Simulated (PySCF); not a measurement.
Input for PySCF: R-B3LYP/6-31G* on digermane (SMILES [GeH3][GeH3]), a point of a torsion scan.

```python
from pyscf import gto, scf, dft, mp
from pyscf.data.elements import chemcore

mol = gto.M(
    atom='''
    Ge   -1.17840138    0.08698972   -0.01128964
    Ge    1.18068869   -0.05251154   -0.02663554
    H    -1.82577423   -0.74942126   -1.07205571
    H    -1.68855200    1.47810793   -0.23135900
    H    -1.78768309   -0.36316126    1.28099652
    H     1.78996670    0.39769207   -1.31892707
    H     1.69072062   -1.44366162    0.19343144
    H     1.82803112    0.78383095    1.03418212
    ''',
    basis='6-31g*',
    cart=True,
    charge=0, spin=0, verbose=3, max_memory=1800)
mf = dft.RKS(mol, xc='b3lyp')
mf.conv_tol = 1e-8
mf.max_cycle = 100
mf.kernel()
if not mf.converged:
    mf = mf.newton().run(mf.mo_coeff, mf.mo_occ)
```

The log:

```
converged SCF energy = -4157.12722070267
```

Self-consistency was reached.

Cost: about 2.2 core-seconds (a rough figure).
